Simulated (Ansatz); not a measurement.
Geometry optimisation, Ansatz, RKS B3LYP-D4/def2-SVP.

input.yaml

```yaml
crystal:
  periodic: [false, false, false]
  atoms:
    - { symbol: C, position_ang: [-1.7837, 1.3754, -0.0054] }
    - { symbol: Al, position_ang: [-0.5091, 0.6682, 1.2642] }
    - { symbol: C, position_ang: [1.065, -0.3256, 0.5853] }
    - { symbol: C, position_ang: [1.88774, 0.21371, -0.48833] }
    - { symbol: Si, position_ang: [2.73059, 0.36711, 1.17817] }
    - { symbol: H, position_ang: [-2.2611, 0.6133, -0.6266] }
    - { symbol: H, position_ang: [-1.3018, 2.152, -0.6803] }
    - { symbol: H, position_ang: [-2.6045, 1.9454, 0.5372] }
    - { symbol: H, position_ang: [-0.7301, 0.8626, 2.8773] }
    - { symbol: H, position_ang: [1.06023, -1.48289, 0.55874] }
    - { symbol: H, position_ang: [1.4487, 1.25629, -0.87174] }
    - { symbol: H, position_ang: [2.30609, -0.46364, -1.21012] }
    - { symbol: H, position_ang: [3.87511, -0.46966, 1.16616] }
    - { symbol: H, position_ang: [2.71481, 1.78105, 1.61162] }
basis:
  gaussian: { orbitals: def2-SVP }
hamiltonian:
  xc: b3lyp
  dispersion: d4
relax:
  f_tol: 0.015
  max_steps: 40
```

Run as:

```bash
$ ansatz run input.yaml --threads 2 --pin off --max-ram 3072MiB --backend cpu --events-out ev --progress --plain --runs-dir out
```

Question: Where does it end, and by what steps?

Answer: The run converged. The force dipped under the threshold on the way, but the program's further checks kept it going. After 17 steps the energy has fallen by 0.835 eV; H9 moved furthest, 1.47 Å.

```tsv
step	energy less start (eV)	largest force component (eV/Å)	accepted
0	0.0000	3.764	yes
1	-0.5689	1.240	yes
2	-0.6682	0.475	yes
3	-0.7124	0.201	yes
4	-0.7380	0.129	yes
5	-0.7633	0.094	yes
6	-0.7855	0.094	yes
7	-0.8007	0.184	yes
8	-0.8044	0.259	yes
9	-0.8177	0.221	yes
10	-0.8265	0.191	yes
11	-0.8317	0.073	yes
12	-0.8335	0.053	yes
13	-0.8343	0.013	yes
14	-0.8345	0.008	yes
15	-0.8347	0.015	yes
16	-0.8345	0.065	no
17	-0.8349	0.009	yes
```

```xyz
14
Properties=species:S:1:pos:R:3
C -1.450 1.725 0.229
Al -0.654 0.211 1.192
C 1.057 -0.488 0.638
C 1.821 -0.107 -0.650
Si 2.452 0.788 0.850
H -2.153 1.360 -0.543
H -0.696 2.335 -0.295
H -2.029 2.393 0.889
H -1.343 -0.418 2.479
H 1.348 -1.457 1.069
H 1.267 0.457 -1.410
H 2.456 -0.885 -1.091
H 3.721 0.364 1.484
H 2.100 2.214 1.054
```

The run took 67 s on 2 threads of Arm Neoverse V1 (shared host), peak memory 0.3 GiB.
